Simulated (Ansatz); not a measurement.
Ansatz (an electronic-structure program) input:

Ansatz 0.2 input:
```yaml
crystal:
  periodic: [false, false, false]
  atoms:
    - {symbol: Ni, position_ang: [-0.00000000, -0.00000000, -1.23743486]}
    - {symbol: Br, position_ang: [0.00000000, 0.00000000, 0.98994789]}
basis:
  gaussian:
    orbitals: def2-TZVP
hamiltonian:
  xc: b3lyp
  dispersion: d3bj
magnetization: {spin_polarized: true, initial_magnetization: 1}
phonons: {temperatures: {t_min: 298.15, t_max: 298.15, t_step: 100}}
```

**Question.** What final total energy does it print?

**Answer.** -4082.59049 Eh (B3LYP-D3(BJ)/def2-TZVP). The basis has 93 functions.

The spin state was set by rule; other spins were not relaxed.
